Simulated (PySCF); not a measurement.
Species: SbH2(iPr), C₃H₉Sb.
Geometry (PBE0-D3(BJ)/def2-SVP, Å), atoms numbered from 1 in this order:
```
atom  x, y, z in Å
Sb1    0.974    1.653    0.853
H2     2.388    1.632   -0.126
H3     0.262    2.866   -0.135
C4     0.021    0.000   -0.255
C5    -1.474   -0.014    0.022
C6     0.692   -1.317    0.106
H7     0.197    0.223   -1.318
H8    -1.963    0.927   -0.277
H9    -1.689   -0.179    1.091
H10   -1.966   -0.830   -0.536
H11    0.253   -2.149   -0.471
H12    1.773   -1.306   -0.106
H13    0.562   -1.559    1.174
```

Computed, not measured: PBE0-D3(BJ)/def2-SVP geometry optimisation, gas phase, def2 core potentials past Kr in PySCF 2.14.0.

Question: Which atoms are bound to Sb1, and at what distances?

Answer: 3 atoms: H3 1.719 Å, H2 1.720 Å, C4 2.206 Å. The nearest atom not counted as bound is H7, at 2.71 Å.

Question: List the angles at Sb1.

Answer: 
| angle | degrees | distance of the outer atoms (Å) |
| --- | --- | --- |
| H3–Sb1–C4 | 93.5 | 2.88 |
| H2–Sb1–C4 | 93.5 | 2.88 |
| H2–Sb1–H3 | 91.2 | 2.46 |

Question: What is the shape at Sb1?

Answer: Pyramidal: angles 93.5°, 93.5° and 91.2°, sum 278.2°, 1.02 Å off the plane of its three neighbours.

Question: What are the other bond lengths?

Answer: C4–C5, C4–C6 1.521 Å; C4–H7 1.101 Å; C5–H8 and 5 like bonds 1.103 Å.

Question: Give some angles away from the centre.

Answer: Sb1–C4–C5 109.9°, C5–C4–C6 112.5°.

Question: What are the rotational constants (commonest isotopes, rigid rotor)?

Answer: A = 7369, B = 2105, C = 1760 MHz: an asymmetric top.

Point group: near Cs, missed by 0.09 Å at most; the miss may be what the optimiser left on a soft mode. Charge 0, singlet. Stationary, but not proved a minimum.

The run took 31 s wall on Arm Neoverse V2, one thread, no GPU, shared host, and the process peaked at 0.46 GiB of memory. That covers the optimisation of the geometry.

One conformer stands for the species.
